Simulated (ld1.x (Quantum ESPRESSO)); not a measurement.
**What one change does to a pseudopotential (oxygen, PAW)**

O, PAW, made with ld1.x (Quantum ESPRESSO) 7.5 (LDA (PZ), scalar-relativistic). Core [He], reference 2s2 2p3 (charge +1). Waves: 2s (bound): rcut 0.60, rcutus 0.75 bohr; 2s channel at -2.55 Ry: rcut 0.60, rcutus 0.75 bohr; 2p (bound): rcut 0.80, rcutus 1.00 bohr; 2p channel at -1.4 Ry: rcut 0.80, rcutus 1.00 bohr. Local part: all-electron potential smoothed inside 1.00 bohr (lloc = -2). Core correction: a·sin(br)/r model core, default radius (ld1.x builds one for every PAW set, though the input has nlcc=.false.). Augmentation charge: PSQ, radius 0.50 bohr.

All-electron outer shells of the reference configuration (LDA (PZ), scalar-relativistic, ld1.x):

```tsv
shell	level (eV)	outermost node (bohr)	outermost maximum (bohr)
2s	-39.40	0.28	0.86
2p	-24.59	–	0.78
```

Change: wave 2s channel at -2.55 Ry: rcut 0.60, rcutus 0.75 bohr becomes 2s channel at -1.64 Ry: rcut 0.60, rcutus 0.75 bohr.

Cutoffs: the cutoffs (Ry, on a coarse ladder) from which the occupation-weighted sum of valence levels, in a spherical-Bessel basis at the reference potential, stays within 10 and 1 mRy of its value at 400 Ry; they do not see the model core or the augmentation charge, which bear on the density cutoff. Errors are all-electron minus pseudo energies relative to the spin-unpolarised reference configuration.

Task: Predict the effect on cutoff, ghosts and configuration errors.

Result: The potential gets neither clearly harder nor softer (70 Ry and 120 Ry → 70 Ry and 120 Ry); of the 9 tests that both files solve, the error grows in 2 and shrinks in 0 by more than 15 % and 0.3 meV (median size 0.7 → 0.7 meV); neither file shows a bound ghost.

| quantity | base | changed |
| --- | --- | --- |
| cutoff, loose | 70 Ry | 70 Ry |
| cutoff, tight | 120 Ry | 120 Ry |
| bound ghosts | none | none |
| error for 2s2 2p4, meV [ΔE -16.58 eV] | +1.5 | +1.3 |
| error for 2s2 2p2, meV [ΔE 33.71 eV] | -0.5 | -0.5 |
| error for 2s2 2p1, meV [ΔE 87.67 eV] | +2.6 | +2.9 |
| error for 2s1 2p5, meV [ΔE -2.00 eV] | +0.7 | +0.6 |
| error for 2s1 2p4, meV [ΔE 14.84 eV] | -0.7 | -0.7 |
| error for 2s2 2p0, meV [ΔE 164.63 eV] | +24 | +28 |
| error for 2s2 2p3.5, meV [ΔE -10.22 eV] | +0.7 | +0.6 |
| error for 2s2 2p3 (spin-polarised), meV [ΔE -4.01 eV] | -1.4 | -1.7 |
| error for 2s2 2p4 (spin-polarised), meV [ΔE -17.99 eV] | +0.6 | +0.3 |
| s: phases at 1.09 bohr within 0.05 rad from the reference energy up to (Ry; the scan ends near 5) | to the end of the scan | to the end of the scan |
| p: phases at 1.09 bohr within 0.05 rad from the reference energy up to (Ry; the scan ends near 5) | to the end of the scan | to the end of the scan |
| lowest overlap eigenvalue by channel | s 0.71, p 0.96 | s 0.71, p 0.96 |
